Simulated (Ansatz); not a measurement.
Species: BH2, charge 0, doublet. BH2 (SMILES [BH2], doublet).
B3LYP-D3(BJ)/def2-TZVP minimum from Ansatz (an electronic-structure program):
```
B
H 1 1.1869
H 1 1.1869 2 129.56
```
Charge 0, spin multiplicity 2.

Total energies in aug-cc-pVTZ, 5 correlated electrons, 1 frozen orbitals. Open shells are spin-unrestricted; no spin-orbit coupling. Correlated methods leave the cores frozen. No relativity.

```json
[
 {"method": "HF", "program": "Ansatz", "energy (Eh)": "-25.76046", "minus CCSDT(Q) (mEh)": "104.20"},
 {"method": "MP2", "program": "Ansatz", "energy (Eh)": "-25.84389", "minus CCSDT(Q) (mEh)": "20.77"},
 {"method": "CCSD", "program": "Ansatz", "energy (Eh)": "-25.86216", "minus CCSDT(Q) (mEh)": "2.50"},
 {"method": "CCSD(T)", "program": "Ansatz", "energy (Eh)": "-25.86418", "minus CCSDT(Q) (mEh)": "0.48"},
 {"method": "CCSDT(Q)", "program": "Ansatz", "energy (Eh)": "-25.86466", "minus CCSDT(Q) (mEh)": "0.00"}
]
```

Rough core times of Ansatz's runs on a shared machine: CCSD(T) under 20 s, CCSDT(Q) 3 min.
